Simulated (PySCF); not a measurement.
## A search over the determinants of ZnF⁺

Unrestricted PBE0; Zn def2-SVPD, F def2-SVPD; no relativity (PySCF 2.14). Outer shells of the fragments: Zn+ 3d10 4s1; F 2s2 2p5.

Followed along the bond (rough minima from three points):

```json
{"2Ms+1": "1", "unpaired": "none", "⟨S²⟩ at the start": "0.00", "R at minimum (Å)": "1.72", "Te (eV)": "0.00"}
{"2Ms+1": "3", "unpaired": "σ ↑, π ↑", "⟨S²⟩ at the start": "2.00", "R at minimum (Å)": "none in the scan", "Te (eV)": "≤ 2.84"}
```

Solutions found at the starting distance of 1.905 Å, counted from the lowest of them; the search is not exhaustive and high or unbound solutions are not listed, so other states can lie among these:

| 2Ms+1 | unpaired | term | E (eV) | ⟨S²⟩ | ⟨Lz²⟩ | μ (D) |
| --- | --- | --- | --- | --- | --- | --- |
| 1 | none | ¹Σ⁺ | 0.00 | 0.00 | 0.00 | -6.63 |
| 3 | σ ↑, π ↑ | ³Π | 2.77 | 2.00 | 1.00 | -0.04 |
| 1 | σ ↑, π ↓ | mixed | 2.82 | 1.00 | 1.00 | 0.00 |
| 3 | σ ↑↑ | ³Σ⁺ | 3.44 | 2.00 | 0.00 | -0.60 |
| 3 | π ↑↑ | mixed | 7.61 | 2.00 | 2.00 | -0.89 |
| 3 | π ↑↑ | mixed | 7.73 | 2.00 | 2.00 | -0.81 |

A term symbol is given only where ⟨S²⟩ and ⟨Lz²⟩ are close to those of a pure state; real π, δ and φ orbitals otherwise mix terms. A positive dipole points towards F; it is taken about the centre of mass and depends on that origin.

Counting both spins, an empty level lies below a filled one in some of these solutions, because spin and occupation are held.
